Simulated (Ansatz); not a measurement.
Consider the redistribution: `[OH][Al]([SH])[Cl]` + `[CH3][W](=[O])(=[S])[Cl]` → `[CH3][Al]([SH])[Cl]` + `[O]=[W]([OH])(=[S])[Cl]`.

Calculated with Ansatz (gas phase, PBE0-D4/def2-TZVP geometries, no zero-point term in ΔE). CCSD(T)/CBS is the MP2 limit (def2-TZVPP, def2-QZVPP) plus CCSD(T) − MP2 in def2-TZVPP, frozen cores. Functionals use def2-TZVPP. HSE06 is defined as in plane-wave codes. Elements past krypton have def2 core potentials. For W outer-core shells are correlated without core-valence functions, which leaves a few kJ/mol of doubt a bond. Each species was taken in one conformer, which may not be the lowest.

`[OH][Al]([SH])[Cl]`:

Z-matrix (Å, degrees):
```
Al
S 1 2.161
Cl 1 2.092 2 120.7
O 1 1.680 2 117.8 3 -180.0
H 2 1.345 1 91.8 3 -0.0
H 4 0.956 1 124.1 2 180.0
```

`[CH3][W](=[O])(=[S])[Cl]`:

```xyz
8

C     0.852   -0.057    0.737
W    -0.688    0.100   -0.672
O    -0.034    1.088   -1.878
S    -0.931   -1.869   -1.430
Cl   -2.554    0.959    0.266
H     1.042    0.946    1.135
H     1.774   -0.441    0.298
H     0.538   -0.725    1.544
```

`[CH3][Al]([SH])[Cl]`:

Cartesian coordinates in Å:
```
C 0.489 -0.011 1.310
Al -0.230 -0.197 -0.474
S -0.310 1.472 -1.868
Cl -0.975 -2.042 -1.152
H 1.325 -0.700 1.463
H 0.842 1.005 1.502
H -0.269 -0.257 2.058
H -0.872 0.731 -2.838
```

`[O]=[W]([OH])(=[S])[Cl]`:

Z-matrix (Å, degrees):
```
W
O 1 1.866
S 1 2.126 2 110.0
O 1 1.692 2 108.0 3 118.5
Cl 1 2.258 2 111.6 3 -121.6
H 2 0.961 1 125.0 3 18.0
```

Q: Is it downhill or uphill in electronic energy at CCSD(T)/CBS, and by how much? (Estimate.)

A: The calculation gave: Uphill: ΔE = +6.6 kcal/mol.

Q: What do these levels give: BHLYP-D4, CAM-B3LYP-D4, BLYP, HSE06, SCS-MP2/def2-TZVPP, HF/CBS(def2)? (Best estimate.)

A: Ansatz gave: BHLYP-D4 6.0, CAM-B3LYP-D4 4.3, BLYP 2.9, HSE06 3.5, SCS-MP2/def2-TZVPP 7.3, HF/CBS(def2) 7.0 kcal/mol.

Largest T1 diagnostic among the species: 0.023, so the coupled-cluster value is less sure than usual.

From PBE to PBE0 (25 % exact exchange), in def2-TZVPP and without D4, ΔE moves by +1.4 kcal/mol. Leaving LDA and LC-ωPBE aside and taking each functional with its dispersion term where it has one, the values, not all of them listed here, spread over 3.6 kcal/mol, from PBE-D4 to BHLYP-D4.
